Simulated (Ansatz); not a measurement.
Geometry optimisation, RKS PBE0/def2-SVP (Ansatz).

Input file:

```yaml
crystal:
  periodic: [false, false, false]
  atoms:
    - { symbol: C, position_ang: [-1.3761, 0.1199, -0.5649] }
    - { symbol: C, position_ang: [-0.0802, -0.378, -0.0912] }
    - { symbol: "N", position_ang: [-0.2689, -0.8666, 1.2776] }
    - { symbol: Si, position_ang: [1.4105, 0.9111, -0.2135] }
    - { symbol: Br, position_ang: [3.2185, -0.0915, 0.437] }
    - { symbol: H, position_ang: [-2.1963, -0.5969, -0.5357] }
    - { symbol: H, position_ang: [-1.3343, 0.5078, -1.6128] }
    - { symbol: H, position_ang: [-1.7296, 1.0286, 0.023] }
    - { symbol: H, position_ang: [0.2036, -1.2091, -0.6819] }
    - { symbol: H, position_ang: [0.6126, -1.3597, 1.61] }
    - { symbol: H, position_ang: [-0.9947, -1.5609, 1.3481] }
    - { symbol: H, position_ang: [1.5258, 1.3409, -1.6055] }
    - { symbol: H, position_ang: [1.0294, 2.1197, 0.6245] }
basis:
  gaussian: { orbitals: def2-SVP }
hamiltonian:
  xc: pbe0
relax:
  f_tol: 0.015
  max_steps: 40
output:
  orbitals: {}
```

Command:

```bash
$ ansatz run input.yaml --threads 2 --pin off --max-ram 3072MiB --backend cpu --events-out ev --progress --plain --runs-dir out
```

Where does it end, and by what steps?

It converged. After 8 steps the energy has fallen by 0.434 eV; Br5 moved furthest, 0.15 Å.

| step | energy less start (eV) | largest force component (eV/Å) | accepted |
| --- | --- | --- | --- |
| 0 | 0.0000 | 2.985 | yes |
| 1 | -0.3797 | 0.972 | yes |
| 2 | -0.4258 | 0.306 | yes |
| 3 | -0.4310 | 0.161 | yes |
| 4 | -0.4322 | 0.037 | yes |
| 5 | -0.4329 | 0.036 | yes |
| 6 | -0.4335 | 0.036 | yes |
| 7 | -0.4330 | 0.111 | no |
| 8 | -0.4337 | 0.004 | yes |

```xyz
13
Properties=species:S:1:pos:R:3
C -1.396 0.192 -0.573
C -0.084 -0.430 -0.105
N -0.200 -0.865 1.276
Si 1.293 0.863 -0.215
Br 3.187 -0.042 0.576
H -2.211 -0.551 -0.532
H -1.335 0.550 -1.613
H -1.688 1.032 0.076
H 0.185 -1.242 -0.818
H 0.665 -1.296 1.598
H -0.933 -1.568 1.370
H 1.547 1.255 -1.633
H 0.990 2.067 0.608
```

Whether the end is a true minimum wasn't checked by a vibrational analysis.

The run took 35 s on 2 threads of Intel(R) Xeon(R) Platinum 8488C (Sapphire Rapids), on a shared host, peak memory 0.37 GiB.
